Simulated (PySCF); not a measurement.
Diatomic cations of H with the fourth-period p block

MP2 with double-zeta basis sets in PySCF, for the lowest determinant that a PBE0 search found; no spin–orbit coupling. De refers to high-spin ground-configuration atoms (the charge goes to the atom of lower measured ionisation energy or higher electron affinity, which is not always the lowest computed limit).

| M | basis | reference, frozen orbitals | charged atom | state (unpaired electrons) | Re (Å) | ωe (cm⁻¹) | De (eV) |
| --- | --- | --- | --- | --- | --- | --- | --- |
| Ga | cc-pVDZ-PP/cc-pVDZ | UHF, 4 | Ga+ | doublet (σ ↑) | 1.621 | 1467 | 0.25 |
| Ge | cc-pVDZ-PP/cc-pVDZ | RHF, 4 | Ge+ | singlet (closed shell) | 1.574 | 2081 | 2.75 |
| As | def2-SVPD | UHF, 9 | As+ | doublet (π ↑) | 1.520 | 2296 | 2.77 |
| Se | jorge-DZP-DKH | UHF, 9 | Se+ | triplet (π ↑↑) | 1.446 | 2603 | 2.70 |
| Br | pcseg-1 | UHF, 9 | Br+ | doublet (π ↑) | 1.451 | 2499 | 3.66 |

The shortest bond is that of SeH⁺ (1.446 Å), the longest that of GaH⁺ (1.621 Å). HBr⁺ is bound most strongly (3.66 eV) and GaH⁺ least (0.25 eV).

The rows differ in basis set, which adds steps of its own.

The state changes along the series, so neighbouring rows are not always alike in their bonding.

Correlated steps freeze the inner cores (4 to 9 orbitals); shallow outer-core shells are correlated. Weak bonds: GaH⁺. Basis-set superposition, not corrected here, can be much of De in a small basis, most of all at correlated wavefunction levels. Spin–orbit coupling is left out. For an ion De counts to the pair picked by the measured ionisation energies or electron affinities, which need not be the lowest pair at this level. Where the molecule has an RHF reference, its open-shell atoms are computed with UHF. States were picked by a PBE0 search and need not be the measured ground states.
